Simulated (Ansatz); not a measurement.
Species: SnNH3, charge 0, singlet. SnNH3 (SMILES [NH2][SnH]).
B3LYP-D3(BJ)/def2-TZVP minimum from Ansatz (a program for electronic structure):
```xyz
5

Sn    -0.1177     0.1772     0.2444
H     -0.5205     1.3956    -1.0017
N      0.6629    -1.0610    -1.1601
H      0.7065    -0.8626    -2.1483
H      1.0600    -1.9638    -0.9471
```
Charge 0, spin multiplicity 1.

Total energies in def2-TZVPP, 12 correlated electrons, 10 frozen orbitals. UHF or UKS for unpaired electrons; spin-orbit terms are left out. Correlated methods leave the cores frozen (noble-gas shells, and filled d and f shells in the p block). Past Kr the def2 sets carry scalar-relativistic core potentials. Spin-orbit terms, left out, reach several kcal/mol for Br and I, and more for heavier atoms.

```tsv
method	program	energy (Eh)	minus CCSDT(Q) (mEh)
HF	Ansatz	-269.56751	348.23
MP2	Ansatz	-269.87975	36.00
CCSD	Ansatz	-269.90123	14.52
CCSD(T)	Ansatz	-269.91427	1.47
CCSDT(Q)	Ansatz	-269.91575	0.00
```

Rough core times of Ansatz's runs on a shared machine: CCSD(T) under 20 s, CCSDT(Q) 10 min.
